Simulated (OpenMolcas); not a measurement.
# GeSiH5 (SMILES [SiH2][GeH3]): the vertical energy of the quartet above the doublet, rung by rung

The species is GeSiH5 (7 atoms), meant as a doublet with charge 0. As SMILES, `[SiH2][GeH3]`. Geometry: relaxed at PBE0-D4/def2-TZVP.

Each level gives the vertical energy of the quartet above the doublet (eV). The values are calculated.

```csv
level,kind,program,value (eV),CPU time (all runs)
UHF/aug-cc-pVDZ,Hartree–Fock,OpenMolcas,6.84,46 s
UBLYP/aug-cc-pVDZ,GGA,OpenMolcas,6.26,2.4 min
UPBE/aug-cc-pVDZ,GGA,OpenMolcas,6.23,2.7 min
U-r2SCAN/aug-cc-pVDZ,meta-GGA,OpenMolcas,6.48,3.5 min
UTPSS/aug-cc-pVDZ,meta-GGA,OpenMolcas,6.46,3.9 min
UB3LYP/aug-cc-pVDZ,global hybrid,OpenMolcas,6.51,2.7 min
UM06-2X/aug-cc-pVDZ,hybrid meta-GGA,OpenMolcas,6.69,4.4 min
UPBE0/aug-cc-pVDZ,global hybrid,OpenMolcas,6.53,2.7 min
```

All-electron rows without a relativistic Hamiltonian named are non-relativistic. The values span 6.23 to 6.84 eV. CPU times are rough (shared hosts, several kinds of processor): they show what a rung costs within a factor of a few.
